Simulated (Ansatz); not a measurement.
Mulliken charges of ClH₂ISi (`Cl[SiH2]I`) from r2SCAN/def2-TZVPP in Ansatz (PBE0-D4/def2-TZVP geometry).

| atom | x (Å) | y (Å) | z (Å) | charge (e) |
| --- | --- | --- | --- | --- |
| Cl1 | -1.726 | 0.445 | -0.895 | -0.225 |
| Si2 | -0.015 | 0.070 | 0.159 | 0.467 |
| I3 | 1.534 | -1.258 | -1.155 | -0.135 |
| H4 | -0.372 | -0.692 | 1.372 | -0.053 |
| H5 | 0.629 | 1.360 | 0.477 | -0.053 |

Task: By hand: the dipole of these point charges (1 e Å = 4.8032 D).

Result: Σ q r = (0.161, 0.067, 0.334) e Å, of length 0.377 e Å = 1.81 D.

Task: How does the dipole of the full density compare? (Estimate.)

Result: The calculation gave: (0.060, 0.050, 0.182) e Å, 0.95 D; the point charges give 1.91 times that, at 9° from its direction.

Point charges leave out the atoms' own dipoles, such as those of lone pairs, and Mulliken's split depends on the basis, so the two needn't agree.
